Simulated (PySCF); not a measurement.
PySCF 2.14 output of an unrestricted PBE0 calculation on a single atom or ion in def2-QZVPPD with the def2 core potential (60 electrons) (7s5p4d4f2g, 88 functions), with scalar relativity through the core potential:

```
SCF conv_tol = 1e-09
number electrons alpha = 9  beta = 5
    C. Adamo and V. Barone.,  J. Chem. Phys. 110, 6158 (1999)
    M. Ernzerhof and G. E. Scuseria.,  J. Chem. Phys. 110, 5029 (1999)
cycle= 1 E= -102.184217029554  delta_E= -0.00643  |g|= 0.0199  |ddm|= 0.177
cycle= 2 E= -102.184334763676  delta_E= -0.000118  |g|= 0.0031  |ddm|= 0.0151
cycle= 3 E= -102.18434055403  delta_E= -5.79e-06  |g|= 0.000619  |ddm|= 0.00475
cycle= 4 E= -102.184341145523  delta_E= -5.91e-07  |g|= 9.06e-05  |ddm|= 0.00196
cycle= 5 E= -102.184341160864  delta_E= -1.53e-08  |g|= 2.53e-05  |ddm|= 0.000351
cycle= 6 E= -102.184341161111  delta_E= -2.47e-10  |g|= 1.56e-06  |ddm|= 3.12e-05
converged SCF energy = -102.184341161111  <S^2> = 6.0010571  2S+1 = 5.0004228
```

The run itself started from symmetry-adapted Hartree-Fock orbitals and held the occupation by maximum overlap, on a logarithmic radial grid, so the iterations belong to that start.

Q: Which element, charge and spin multiplicity is this?

A: Ir³⁺ (iridium, charge +3), multiplicity 5; the state was [Xe] 4f14 5d6, high-spin 5D determinant.

Energies and moments cover only the electrons outside the core potential. Spin-orbit coupling, absent here, splits the open shell strongly.
